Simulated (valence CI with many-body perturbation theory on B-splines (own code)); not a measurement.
## Mn¹⁸⁺ in brief

Method: valence CI with perturbative core correlation (CI+MBPT): five valence electrons over a frozen Dirac-Fock core [He], a basis of 9 s, 9 p, 8 d, 6 f, 3 g, 1 h functions for each j, with the one-electron correlation potential Σ1, the two-electron term Σ2, the three-electron term Σ3, Breit, model QED; selected CI, second order for the rest, scaled by the run's own slope (own B-spline code, finite nucleus).

No measured spectrum was set against this ion. As an estimate, levels of excited configurations hold to 0.05 to 0.15 % of their energy, terms of the ground configuration to about 0.5 %. Among the levels kept, up to 3700 cm⁻¹ of a level comes from second order outside the variational space, and about a tenth of that is noise between levels of different J, which matters for small intervals.

Rates and lifetimes use the calculated energies. Strong lines usually hold to 10 to 20 %, long lifetimes can be off by a factor of two.

(1) What is the ground level?

(2) Name the longest-lived excited levels whose lifetime is computed, and their main decay.

(3) How well does LS coupling describe the low levels?

(4) Where does the other parity begin?

(5) Among levels below 880.66 eV, which E1 lines absorb most strongly from the ground level?

Results:

(1) 2s²2p³ ⁴S°_3/2, composition 91 % 2s²2p³ ⁴S° + 8 % 2s²2p³ ²P°, g = 1.929.

(2) 2s²2p³ ²D°_5/2 at 20.21 eV lives 1.13 ms, mostly by M1 to 2s²2p³ ⁴S°_3/2; 2s²2p³ ²D°_3/2 at 16.38 eV lives 103 μs, mostly by M1 to 2s²2p³ ⁴S°_3/2; 2s²2p³ ²P°_1/2 at 30.11 eV lives 41.0 μs, mostly by M1 to 2s²2p³ ⁴S°_3/2.

(3) Among the lowest 20 levels the leading LS term, summed over configurations, holds 89 % on average. For single configurations the figures are 89 % in LS and 77 % in jj coupling. Terms mix most in the J = 3/2 level at 823.22 eV, where the leading one holds 70 %.

(4) At 2s2p⁴ ⁴P_5/2, 87.93 eV.

(5) to 2s²2p²3d ⁴P_5/2 at 1.409 nm, f = 0.497; to 2s²2p²3d ²F_5/2 at 1.415 nm, f = 0.180; to 2s²2p²3d ⁴F_5/2 at 1.420 nm, f = 0.120.
